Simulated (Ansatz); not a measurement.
H2BNO, SMILES `NB=O` (charge 0, multiplicity 1).

Calculation: frozen-core CCSD(T)/6-31g // B3LYP-D3(BJ)/def2-TZVP (Ansatz, a program for electronic structure).

Ansatz 0.2 input:
```yaml
crystal:
  periodic: [false, false, false]
  atoms:
    - { symbol: N, position_ang: [-0.578502, -0.00159, 0.01871] }
    - { symbol: B, position_ang: [0.802077, 0.002265, -0.025132] }
    - { symbol: O, position_ang: [2.014719, 0.005629, -0.063444] }
    - { symbol: H, position_ang: [-1.115628, -0.849215, 0.070834] }
    - { symbol: H, position_ang: [-1.122668, 0.842911, -0.000967] }
basis:
  gaussian: { orbitals: "6-31g" }
correlation:
  method: ccsd_t
```

Output:

```
Functional definition: HF
397 factors; integrals over basis functions are off by at most 2.0e-4 eV
mean field evaluation 1: about -4218.8368 eV, gradient 4.2e1 eV
mean field evaluation 2: about -4218.8414 eV, gradient 4.2e1 eV
mean field evaluation 4: about -4222.6459 eV, gradient 3.4e0 eV
mean field evaluation 8: about -4222.6896 eV, gradient 3.9e-1 eV
mean field evaluation 16: about -4218.8354 eV, gradient 4.2e1 eV
mean field -4222.69066498 eV, -155.1810196956 hartree, gradient 1.2e-6 eV, S^2 0.000000; 0 other end points of the search recorded, 0 dependent functions left out
3 core orbitals not correlated
reference -4222.69066498 eV, -155.1810196956 hartree; 8, 8 occupied and 20, 20 virtual orbitals, 397 factors
second order -7.90780692 eV of doubles, -0.00000000 eV of singles
cycle   1  -7.66911375 eV  change    2.4e-1 eV  update   1.0e-1
cycle   2  -7.97282105 eV  change   -3.0e-1 eV  update   3.2e-2
cycle   3  -8.07454119 eV  change   -1.0e-1 eV  update   1.7e-2
cycle   4  -8.07514435 eV  change   -6.0e-4 eV  update   3.0e-3
cycle   5  -8.07491445 eV  change    2.3e-4 eV  update   1.1e-3
cycle   6  -8.07525628 eV  change   -3.4e-4 eV  update   3.5e-4
cycle   7  -8.07510628 eV  change    1.5e-4 eV  update   1.3e-4
cycle   8  -8.07506361 eV  change    4.3e-5 eV  update   4.5e-5
cycle   9  -8.07508611 eV  change   -2.2e-5 eV  update   1.5e-5
cycle  10  -8.07508527 eV  change    8.4e-7 eV  update   3.6e-6
perturbative correction -0.22714995 eV, -0.0083476067 hartree
Total energy: -4230.99290020 eV, -155.4861212124 hartree
```
